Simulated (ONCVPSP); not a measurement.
**Cu: one change to an ONCV potential, before and after**

| Item | Value |
| --- | --- |
| Element | Cu |
| Generator | ONCVPSP 4.0.1 |
| Type | optimised norm-conserving Vanderbilt (ONCV) |
| Functional | PBEsol |
| Relativity | scalar-relativistic |
| Frozen core | [Ne] |
| Valence charge | 19 |
| Reference configuration | 3s2 3p6 3d9 (charge +2) |
| Partial waves | 3s: rc 0.95 bohr, ncon 4, nbas 7, qcut 16.3 1/bohr, 3 projectors, debl 3.4 Ha; 3p: rc 1.15 bohr, ncon 4, nbas 8, qcut 10.4 1/bohr, 1 projector; 3d: rc 1.50 bohr, ncon 4, nbas 8, qcut 11 1/bohr, 2 projectors, debl 2.7 Ha |
| Local potential | polynomial inside 0.80 bohr (lpopt 5, dvloc0 0 Ha) |
| Core correction | Teter function, fcfact 2.25, rcfact 1.6 |

In the s channel the program set the typed energies aside and used -5.143, 0.250, 3.650 Ha.

Change: p: rc 1.58.

Cutoffs: the cutoffs (Ha) at which the residual kinetic energy of the hardest occupied pseudo-wave falls to 1 and 0.1 mHa per electron; they do not see the model core or the augmentation charge, which bear on the density cutoff. Errors are all-electron minus pseudo energies relative to the spin-unpolarised reference configuration.

Problem. Predict the effect on cutoff, ghosts and configuration errors.

Solution. The potential gets neither clearly harder nor softer (81 Ha and 97 Ha → 81 Ha and 97 Ha); the s channel sets the loose cutoff, while the largest relative change is in p, which becomes softer; the errors of the 4 common tests hardly move; neither file shows a bound ghost.

```tsv
quantity	base	changed
cutoff, loose	81 Ha	81 Ha
cutoff, tight	97 Ha	97 Ha
loose cutoff by channel	s 81 Ha, p 43 Ha, d 47 Ha	s 81 Ha, p 35 Ha, d 47 Ha
bound ghosts	none	none
GHOST(+) flags under 300 eV	none	none
error for 3s2 3p6 3d10 4s1, meV [ΔE -29.42 eV]	+5.7	+5.1
error for 3s2 3p6 3d10, meV [ΔE -21.31 eV]	+22	+21
error for 3s2 3p6 3d8, meV [ΔE 38.99 eV]	+83	+78
error for 3s2 3p6 3d10 4s0.5, meV [ΔE -26.26 eV]	+12	+12
s: phases at 0.96 bohr within 0.05 rad from the reference energy up to (Ha; the scan ends near 5)	to the end of the scan	to the end of the scan
d: phases at 1.52 bohr within 0.05 rad from the reference energy up to (Ha; the scan ends near 5)	to the end of the scan	to the end of the scan
rms error of d²Exc/dni dnj with the model core, mHa	0.56	0.77
```
